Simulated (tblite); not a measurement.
C4H3F2NOS.
Bonds: C1–O2, O2–C3, C3–N4 (aromatic), N4–S5 (aromatic), S5–C6 (aromatic), C6–F7, C6–C8 (aromatic), C8–F9, C3–C8 (aromatic). Hydrogens: H10, H11, H12 on C1.

Computed with GFN2-xTB (tblite), gas phase: nudged elastic band of 9 images (0 to 8), spring 0.2 eV/Å², climbing image at the end, force threshold 0.05 eV/Å. The top image wasn't refined or checked by frequencies; at this threshold it can lie a kcal/mol or more above the true saddle point of the method.

The band describes a rotation about C3–O2 (aromatic carbon bearing oxygen, aryl ether oxygen), followed by the dihedral N4–C3–O2–C1, from the optimised start (0°) to a second optimised geometry at 180°.

**Question.** Give the energy profile along the converged band.

**Answer.** 
```
image  dihedral (°)  E (kJ/mol)  C3–O2 (Å)  N4···C1 (Å)  largest true force (eV/Å)
    0             0        0.00      1.326         2.67                       0.01
    1            16        4.08      1.327         2.71                       0.06
    2            37       15.05      1.331         2.82                       0.10
    3            63       28.28      1.339         2.96                       0.08
    4            91       35.10      1.344         3.14                       0.03
    5           116       31.99      1.341         3.32                       0.05
    6           139       26.30      1.335         3.46                       0.05
    7           158       21.10      1.331         3.53                       0.05
    8           180       18.07      1.330         3.55                       0.00
```

Barriers of this band. The top is image 4 at 91°: 35.10 kJ/mol forward and 17.03 kJ/mol back; the end lies 18.07 kJ/mol above the start. The central bond is 0.018 Å longer at the top than at the start.

**Question.** What rate follows at 250 K for crossing this barrier forward?

**Answer.** Taking the electronic barrier for the free energy of activation (no zero-point or entropy terms, transmission 1), rate = (kT/h)·exp(−ΔE/kT) ≈ 2 × 10^5 s⁻¹, whose inverse is 4 × 10^-6 s. An error of 1 kcal/mol in the barrier changes this by a factor of 7, and the method and the loose band can each miss by that much or more.

**Question.** How would the two end points share their population at 250 K, from these energies alone?

**Answer.** exp(−ΔE/kT) with ΔE = 0.187 eV gives 0.00017 for the higher one (end) against 1 for the lower, without vibrational, rotational or degeneracy terms.

The cost below is that of the whole band run. Hardware: an Intel Xeon Platinum 8488C with one thread, no GPU, shared host with 192 logical CPUs at a one-minute load of 27. Cost: 2.6 s of wall time, 0.19 GiB resident at most.
